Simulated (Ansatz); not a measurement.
Compare A (`BN=C1CC1`) with its isomer B (`C=C1CBN1`).

Program: Ansatz. Geometries: PBE0-D4/def2-TZVP. ΔE: electronic, gas phase. CCSD(T)/CBS is the MP2 limit (def2-TZVPP, def2-QZVPP) plus CCSD(T) − MP2 in def2-TZVPP, frozen cores. Functionals use def2-TZVPP.

Task: Which is lower in electronic energy at CCSD(T)/CBS, and by how much? (Estimate.)

Result: The calculation gave: B, by 122.3 kJ/mol.

Task: Give E(B) − E(A) in kJ/mol with CCSD(T)/def2-TZVPP, B2PLYP, r2SCAN-D4, CCSD/def2-TZVPP, BLYP-D4, ωB97M-V, PBE0-D4. (Estimate.)

Result: Ansatz gave: CCSD(T)/def2-TZVPP -117.1, B2PLYP -106.5, r2SCAN-D4 -100.7, CCSD/def2-TZVPP -118.1, BLYP-D4 -90.9, ωB97M-V -115.6, PBE0-D4 -109.0. None reverses the order clearly.

Task: Does the order hold for the free energy at 298.15 K (harmonic terms from PBE0-D4)? (Estimate.)

Result: Ansatz gave: Yes: G(B) − G(A) = -113.3 kJ/mol.

Largest T1 diagnostic: 0.015.

From PBE to PBE0 (25 % exact exchange), in def2-TZVPP and without D4, E(B) − E(A) moves by −13.2 kJ/mol. The D4 term adds −3.9 kJ/mol with B3LYP and −1.9 kJ/mol with PBE0; it sums over pairs of atoms, weighted by their polarisabilities, and B3LYP, whose exchange is more repulsive, gets the larger term.

B3LYP here is the variant with VWN-RPA as its local correlation; programs differ in this.
